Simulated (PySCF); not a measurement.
UHF on Co (cobalt, neutral)

Configuration: [Ar] 3d7 4s1 4p1, one real determinant (an excited configuration). All numbers are calculated (PySCF 2.14, the spin-free X2C one-electron Hamiltonian (Gaussian nucleus), in x2c-QZVPPall with one added diffuse shell each of s, p, d, f, g type (12s8p6d5f3g, 128 functions)).

* Total energy: -1391.847893 hartree
* One-electron energy: -1925.9922 hartree
* Hartree (Coulomb) energy: 592.8462 hartree
* Exchange energy: -58.7019 hartree
* ⟨S²⟩: 8.7523
* ⟨L²⟩: 14.016
* Sum of ⟨r⟩: 22.41 bohr
* Sum of ⟨r²⟩: 43.92 bohr²
* Traceless quadrupole moment −½Σ⟨3z² − r²⟩ along its main axis: -7.91 e·bohr²
* Langevin diamagnetic susceptibility: -34.8 ×10⁻⁶ cm³/mol

| shell | electrons | mean orbital energy (hartree) | spread (hartree) | rms radius, mean of both spins (bohr) |
| --- | --- | --- | --- | --- |
| 1s α | 1 | -285.83296 | 0 | 0.0648 |
| 1s β | 1 | -285.82861 | 0 | 0.0648 |
| 2s α | 1 | -35.56231 | 0 | 0.276 |
| 2s β | 1 | -35.46017 | 0 | 0.276 |
| 2p α | 3 | -30.33043 | 0.00710 | 0.249 |
| 2p β | 3 | -30.23145 | 0.00275 | 0.249 |
| 3s α | 1 | -4.81023 | 0 | 0.831 |
| 3s β | 1 | -4.52066 | 0 | 0.831 |
| 3p α | 3 | -3.24448 | 0.01461 | 0.889 |
| 3p β | 3 | -2.90471 | 0.01981 | 0.889 |
| 3d α | 5 | -0.75141 | 0.05792 | 1.16 |
| 3d β | 2 | -0.61653 | 0.00470 | 1.16 |
| 4s α | 1 | -0.37444 | 0 | 3.17 |
| 4p α | 1 | -0.19097 | 0 | 4.21 |

⟨L²⟩ = 14.02 against 20 for a pure G term, so this real determinant mixes terms.

Densities and radii are taken from the X2C orbitals without a picture-change correction, which distorts them close to the nucleus.

Spin-orbit constants ζ (cm⁻¹) from the X2C one-electron operator on these orbitals: bare nucleus, nucleus screened by l(l+1)(2l+1)/3 electrons, and screened by the Breit-Pauli mean field of the electrons.

| shell | bare | screened nucleus | mean field |
| --- | --- | --- | --- |
| 2p | 83740 | 77540 | n/a |
| 3p | 10290 | 9528 | n/a |
| 3d | 943.6 | 594.1 | n/a |
| 4p | 304.3 | 281.8 | n/a |

To first order the Landé constant is A = -75.03 cm⁻¹, so the lowest level has J = 13/2 and lies 0.0930 eV below the centre of the term. This holds in LS coupling only.
